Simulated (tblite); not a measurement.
Compound: C6H6N2.
Numbering: `[N:1]#[C:2][CH2:3]/[CH:4]=[CH:5]/[CH2:6][C:7]#[N:8]` (hydrogens: H9, H10 on C3; H11 on C4; H12 on C5; H13, H14 on C6)

Computed with GFN2-xTB (tblite), gas phase: Langevin dynamics at 300 K from the optimised GFN2-xTB geometry, time step 0.5 fs, friction 0.01 fs⁻¹, 2000 steps.

Start geometry:
```
atom  x, y, z in Å
N1     -3.706    0.983   -0.303
C2     -2.872    0.207   -0.212
C3     -1.797   -0.748   -0.089
C4     -0.548   -0.048    0.365
C5      0.547    0.049   -0.369
C6      1.797    0.748    0.085
C7      2.872   -0.208    0.204
N8      3.707   -0.984    0.292
H9     -2.096   -1.504    0.645
H10    -1.645   -1.233   -1.056
H11    -0.602    0.407    1.345
H12     0.601   -0.407   -1.349
H13     2.095    1.505   -0.649
H14     1.646    1.232    1.053
```

The statistics below take the 31 frames saved every 25 fs from 250 to 1000 fs; their kinetic temperature (all 3N coordinates) averages 313 K.

Q: Give the mean, spread and extremes of the bond lengths.

A: 
```json
{"bond": "N1≡C2", "start (Å)": "1.142", "mean (Å)": "1.145", "standard deviation (Å)": "0.013", "shortest (Å)": "1.118", "longest (Å)": "1.178"}
{"bond": "C2–C3", "start (Å)": "1.444", "mean (Å)": "1.447", "standard deviation (Å)": "0.027", "shortest (Å)": "1.379", "longest (Å)": "1.507"}
{"bond": "C3–C4", "start (Å)": "1.502", "mean (Å)": "1.515", "standard deviation (Å)": "0.037", "shortest (Å)": "1.443", "longest (Å)": "1.580"}
{"bond": "C4=C5", "start (Å)": "1.321", "mean (Å)": "1.322", "standard deviation (Å)": "0.013", "shortest (Å)": "1.300", "longest (Å)": "1.358"}
{"bond": "C5–C6", "start (Å)": "1.502", "mean (Å)": "1.499", "standard deviation (Å)": "0.027", "shortest (Å)": "1.440", "longest (Å)": "1.543"}
{"bond": "C6–C7", "start (Å)": "1.444", "mean (Å)": "1.455", "standard deviation (Å)": "0.027", "shortest (Å)": "1.402", "longest (Å)": "1.515"}
{"bond": "C7≡N8", "start (Å)": "1.143", "mean (Å)": "1.144", "standard deviation (Å)": "0.018", "shortest (Å)": "1.115", "longest (Å)": "1.190"}
{"bond": "C3–H9", "start (Å)": "1.095", "mean (Å)": "1.098", "standard deviation (Å)": "0.029", "shortest (Å)": "1.024", "longest (Å)": "1.155"}
{"bond": "C3–H10", "start (Å)": "1.093", "mean (Å)": "1.095", "standard deviation (Å)": "0.030", "shortest (Å)": "1.031", "longest (Å)": "1.161"}
{"bond": "C4–H11", "start (Å)": "1.082", "mean (Å)": "1.085", "standard deviation (Å)": "0.017", "shortest (Å)": "1.062", "longest (Å)": "1.129"}
{"bond": "C5–H12", "start (Å)": "1.082", "mean (Å)": "1.088", "standard deviation (Å)": "0.030", "shortest (Å)": "1.036", "longest (Å)": "1.154"}
{"bond": "C6–H13", "start (Å)": "1.095", "mean (Å)": "1.101", "standard deviation (Å)": "0.026", "shortest (Å)": "1.057", "longest (Å)": "1.163"}
{"bond": "C6–H14", "start (Å)": "1.093", "mean (Å)": "1.102", "standard deviation (Å)": "0.022", "shortest (Å)": "1.065", "longest (Å)": "1.170"}
```

Q: Give the same statistics for bond angles, one of each kind among heavy atoms.

A: 
| angle | start (°) | mean (°) | standard deviation (°) | smallest (°) | largest (°) |
| --- | --- | --- | --- | --- | --- |
| N1–C2–C3 | 178.7 | 171.9 | 4.1 | 163.6 | 178.4 |
| C2–C3–C4 | 109.7 | 109.2 | 3.8 | 99.7 | 115.3 |
| C3–C4–C5 | 123.7 | 123.3 | 3.8 | 114.5 | 129.8 |

Q: How far does each atom move about its mean position (frames aligned on the start, all atoms weighted alike), and what rms force does it feel?

A: 
| atom | rms displacement (Å) | rms force (eV/Å) |
| --- | --- | --- |
| N1 | 0.30 | 1.76 |
| C2 | 0.16 | 1.67 |
| C3 | 0.09 | 2.11 |
| C4 | 0.10 | 1.62 |
| C5 | 0.17 | 1.75 |
| C6 | 0.11 | 1.89 |
| C7 | 0.17 | 2.80 |
| N8 | 0.34 | 2.34 |
| H9 | 0.22 | 1.03 |
| H10 | 0.22 | 1.06 |
| H11 | 0.25 | 0.63 |
| H12 | 0.36 | 1.05 |
| H13 | 0.22 | 0.90 |
| H14 | 0.24 | 0.86 |

The displacements run from 0.09 to 0.36 Å, the largest at H12.

Q: Follow the torsions C2–C3–C4–C5 and C4–C5–C6–C7 through every second one of these frames.

A: 
```csv
t (fs),C2–C3–C4–C5 (°),C4–C5–C6–C7 (°)
250,-123,162
300,-124,165
350,-101,144
400,-91,120
450,-80,109
500,-100,124
550,-107,141
600,-102,132
650,-99,136
700,-83,136
750,-84,129
800,-78,117
850,-81,122
900,-105,117
950,-88,104
1000,-108,91
```

Largest departure from the start value over all these frames: C2–C3–C4–C5 44° (start -115°), C4–C5–C6–C7 51° (start 115°).

Q: How widely does the potential energy scatter, against a harmonic estimate?

A: Mean 0.48 eV above the start, standard deviation 0.094 eV, range 0.29 to 0.70 eV. For 36 classical harmonic modes at 300 K the canonical values are 36kT/2 = 0.47 eV and kT·√(36/2) = 0.110 eV.

The run is classical and short, so these are rough statistics of one trajectory.

What follows is the cost of the whole dynamics run. The run took 8.2 s wall on an Arm Neoverse V2 with one thread, shared host with 96 logical CPUs at a one-minute load of 83, and the process peaked at 0.19 GiB of memory.
